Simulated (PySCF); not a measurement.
## Frontier levels across methods

Species: CHBClF₃O₂.
Geometry (PBE0-D3(BJ)/def2-SVP, Å), atoms numbered from 1 in this order:
```xyz
9
CHBClF3O2 angstrom
O      1.3301   -0.4934   -0.5460
B      1.0268    0.1852    0.5678
Cl     2.2505    0.7856    1.6820
O     -0.2784    0.4524    0.8999
C     -1.3407    0.0367    0.1792
F     -1.3852   -1.2884    0.0924
F     -2.4410    0.4523    0.7806
F     -1.3233    0.5311   -1.0526
H      2.2749   -0.6220   -0.6769
```

Basis pcSseg-1 throughout (PySCF), one geometry. Geometry: PBE0-D3(BJ)/def2-SVP, one conformer, isolated molecule.

Task: How do the orbital energies, the gap and the dipole change with the method?

Result: 
```json
{"method": "BLYP", "kind": "GGA", "HOMO (eV)": "-8.01", "LUMO (eV)": "-0.66", "gap (eV)": "7.36", "μ (D)": "2.30", "SCF cycles": "15"}
{"method": "PBE", "kind": "GGA", "HOMO (eV)": "-8.19", "LUMO (eV)": "-0.82", "gap (eV)": "7.37", "μ (D)": "2.30", "SCF cycles": "15"}
{"method": "B97-D", "kind": "GGA", "HOMO (eV)": "-8.21", "LUMO (eV)": "-0.67", "gap (eV)": "7.53", "μ (D)": "2.31", "SCF cycles": "16"}
{"method": "OPBE", "kind": "GGA", "HOMO (eV)": "-8.21", "LUMO (eV)": "-0.69", "gap (eV)": "7.51", "μ (D)": "2.26", "SCF cycles": "14"}
{"method": "B3LYP", "kind": "global hybrid", "HOMO (eV)": "-9.43", "LUMO (eV)": "-0.04", "gap (eV)": "9.39", "μ (D)": "2.39", "SCF cycles": "13"}
{"method": "CAM-B3LYP", "kind": "range-separated hybrid", "HOMO (eV)": "-11.15", "LUMO (eV)": "1.36", "gap (eV)": "12.51", "μ (D)": "2.43", "SCF cycles": "13"}
{"method": "wB97X-D", "kind": "range-separated hybrid", "HOMO (eV)": "-11.72", "LUMO (eV)": "2.06", "gap (eV)": "13.78", "μ (D)": "2.40", "SCF cycles": "14"}
{"method": "LC-wPBE", "kind": "range-separated hybrid", "HOMO (eV)": "-12.64", "LUMO (eV)": "2.57", "gap (eV)": "15.21", "μ (D)": "2.40", "SCF cycles": "14"}
```

The HOMO spans 4.63 eV, from BLYP down to LC-wPBE, and the gap runs from 7.36 eV (BLYP) to 15.21 eV (LC-wPBE). The dipole ranges from 2.26 D (OPBE) to 2.43 D (CAM-B3LYP). This basis has no diffuse functions.
